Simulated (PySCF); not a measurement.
Bonds (- single, = double, # triple, : aromatic): C1-C2, C2-C3, C3-C4, C4=C5, C5-C6, C6-C7, C7#N8, C6=C9, C9-Si10. C1 carries H11, H12, H13; C2 carries H14, H15; C3 carries H16, H17; C4 carries H18; C5 carries H19; C9 carries H20; Si10 carries H21, H22, H23. Stereochemistry as in CCC/C=C/C(C#N)=C/[SiH3].

Relativity neglected, one averaged value for each set of equivalent atoms, one computed conformer, no solvent model. Coordinates at the GFN2-xTB level; shielding tensors at PBE0/pcSseg-1 (GIAO); PySCF 2.14.0 with density-fitted response routines.

Referencing at the same level of theory: 13C and 1H and 29Si against TMS; NH3 for 15N.

```
      atoms  nucleus  count  Hirshfeld charge  δ (ppm)
         C6      13C      1              0.01    138.2
         N8      15N      1             -0.21    325.9
         C2      13C      1             -0.06     28.6
    H14/H15       1H      2              0.04     1.46
        H19       1H      1              0.05     6.29
         C1      13C      1             -0.12     17.2
         C7      13C      1              0.09    121.2
         C9      13C      1             -0.12        ?
        H18       1H      1              0.05     6.77
         C4      13C      1             -0.02    151.0
    H16/H17       1H      2              0.04     2.18
         C3      13C      1             -0.06        ?
H21/H22/H23       1H      3             -0.07        ?
H11/H12/H13       1H      3              0.04     1.14
        H20       1H      1              0.05        ?
       Si10     29Si      1              0.32        ?
         C5      13C      1             -0.06    136.6
```

Fill in the missing shifts.

## Answers


- C9: 144.4 ppm, alkene CH; an sp2 carbon of a C=C bond
- C3: 41.9 ppm, allylic sp3 CH2; a saturated carbon with 2 carbon neighbours and no heteroatom attached
- H20: 6.53 ppm, hydrogen on an alkene CH; olefinic region
- H21/H22/H23: 4.41 ppm, hydrogen on a silicon bonded to C
- Si10: -78.4 ppm, silicon bonded to C, 3 H

Shifts are as computed. Against solution values, carbons near 30 ppm lie about +3 ppm off and those near 130 ppm about +5 ppm. Of 1211 compounds with measured shifts, 218 miss one by over three times the rms of a fit or turn the order of signals round; such compounds aren't used in these exercises. Experimental scales use liquid or dissolved standards, which lie at an offset from isolated NH3 (liquid NH3: subtract about 20 ppm). Unscaled 15N shifts of sp2 nitrogen come out 20 to 40 ppm too high even then.
